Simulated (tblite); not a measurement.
C7H6FN.
SMILES with atom numbers: `[C-:1]#[N+:2]/[CH:3]=[CH:4]/[CH:5]=[CH:6]/[CH:7]=[CH:8]/[F:9]` (hydrogens: H10 on C3; H11 on C4; H12 on C5; H13 on C6; H14 on C7; H15 on C8)

Geometry (GFN2-xTB, Å), atoms numbered from 1 in this order:
```
atom  x, y, z in Å
C1    -4.045    1.960   -2.351
N2    -3.273    1.182   -1.944
C3    -2.388    0.279   -1.479
C4    -1.237    0.634   -0.882
C5    -0.291   -0.314   -0.384
C6     0.864    0.036    0.214
C7     1.814   -0.912    0.714
C8     2.952   -0.550    1.303
F9     3.825   -1.455    1.762
H10   -2.674   -0.756   -1.622
H11   -1.005    1.685   -0.766
H12   -0.537   -1.361   -0.504
H13    1.110    1.082    0.335
H14    1.588   -1.964    0.606
H15    3.289    0.463    1.470
```

The geometry is computed with GFN2-xTB (gas phase).

Masses are those of the commonest isotopes; rigid-rotor values at the optimised geometry. The values belong to one conformer with, in the numbering `[C-:1]#[N+:2]/[CH:3]=[CH:4]/[CH:5]=[CH:6]/[CH:7]=[CH:8]/[F:9]`, C3–C4–C5–C6 180°, C5–C6–C7–C8 180°.

Task: What are A, B and C (MHz)?

Result: Ia = 26.44, Ib = 1241.01, Ic = 1267.46 u·Å²; 505379 MHz·u·Å²/I gives A = 19111, B = 407.2, C = 398.7 MHz.

Task: What kind of rotor is it?

Result: A near-prolate asymmetric top. Ray's parameter κ = (2B − A − C)/(A − C) = -0.999; −1 is the prolate and +1 the oblate limit.

Task: What does the inertial defect say?

Result: Planar: Δ = Ic − Ia − Ib = 0.00 u·Å². For a rigid frame Δ = −2 Σ m c², so it vanishes when all atoms lie in the ab plane; here none is more than 0.01 Å from it.

Task: Where do the levels up to J = 5 lie, in K?

Result: Above 0(0,0), as E/k:
J = 1: 1(0,1) 0.039, 1(1,1) 0.936, 1(1,0) 0.937
J = 2: 2(0,2) 0.116, 2(1,2) 1.013, 2(1,1) 1.014, 2(2,1) 3.707, 2(2,0) 3.707
J = 3: 3(0,3) 0.232, 3(1,3) 1.129, 3(1,2) 1.131, 3(2,2) 3.823, 3(2,1) 3.823, 3(3,1) 8.313, 3(3,0) 8.313
J = 4: 4(0,4) 0.387, 4(1,4) 1.283, 4(1,3) 1.287, 4(2,3) 3.978, 4(2,2) 3.978, 4(3,2) 8.467, 4(3,1) 8.467, 4(4,1) 14.752, 4(4,0) 14.752
J = 5: 5(0,5) 0.580, 5(1,5) 1.475, 5(1,4) 1.481, 5(2,4) 4.172, 5(2,3) 4.172, 5(3,3) 8.661, 5(3,2) 8.661, 5(4,2) 14.946, 5(4,1) 14.946, 5(5,1) 23.026, 5(5,0) 23.026
The levels of one J sum to (2J + 1)J(J + 1)(A + B + C)/3.

Task: Estimate the classical rotational partition function at 10 K, 50 K and 298.15 K.

Result: Point group Cs, symmetry number σ = 1; q = (√π/σ)·√((kT/h)³/(ABC)), k/h = 20836.6 MHz/K: 3030 at 10 K, 33800 at 50 K, 493000 at 298.15 K.

Its GFN2-xTB frequencies are all real (lowest 52 cm⁻¹). These are rigid-rotor constants of the computed structure; measured ground-state constants (B0) also hold zero-point vibration.

Time: 0.21 s. Hardware: one thread of an Arm Neoverse V2, no GPU, on a shared host. These figures are those of the optimisation.
